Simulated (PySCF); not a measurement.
C5H7BO, SMILES C=C=C1OCB1C.

Geometry optimised at B3LYP-D3(BJ)/def2-SVP. This is a generated structure with no PubChem entry under its InChIKey; it may be hypothetical.

Level of theory: TDDFT-B3LYP/def2-SVPD run with PySCF.

Vertical excitations. Isolated molecule, no solvent.

Computed lowest excited states:
| state | energy (eV) | λ (nm) | f | main pairs |
|---|---|---|---|---|
| S1 | 4.10 | 302 | 0.135 | HOMO→LUMO 96 % |
| S2 | 4.43 | 280 | 0.000 | HOMO→LUMO+1 67 %, HOMO−1→LUMO 32 % |
| S3 | 4.51 | 275 | 0.000 | HOMO−1→LUMO 67 %, HOMO→LUMO+1 32 % |
| S4 | 5.23 | 237 | 0.000 | HOMO−2→LUMO 99 % |
| S5 | 5.68 | 218 | 0.007 | HOMO→LUMO+2 98 % |
| S6 | 6.05 | 205 | 0.001 | HOMO−3→LUMO 97 % |
| S7 | 6.42 | 193 | 0.002 | HOMO→LUMO+3 97 % |
| S8 | 6.44 | 192 | 0.004 | HOMO−4→LUMO 73 %, HOMO−1→LUMO+1 22 % |
| S9 | 6.66 | 186 | 0.299 | HOMO−1→LUMO+1 51 %, HOMO−4→LUMO 17 %, HOMO−1→LUMO+2 9 % |
| S10 | 6.77 | 183 | 0.001 | HOMO→LUMO+4 92 % |
| T1 | 2.75 | 451 | 0 | HOMO→LUMO 96 % |
| T2 | 4.09 | 303 | 0 | HOMO→LUMO+1 78 %, HOMO−1→LUMO 20 % |
| T3 | 4.17 | 298 | 0 | HOMO−1→LUMO 77 %, HOMO→LUMO+1 20 % |
| T4 | 4.42 | 281 | 0 | HOMO−1→LUMO+1 90 % |
Triplets are in the Tamm–Dancoff approximation, which puts them higher than full response would, so one can lie above its singlet here.
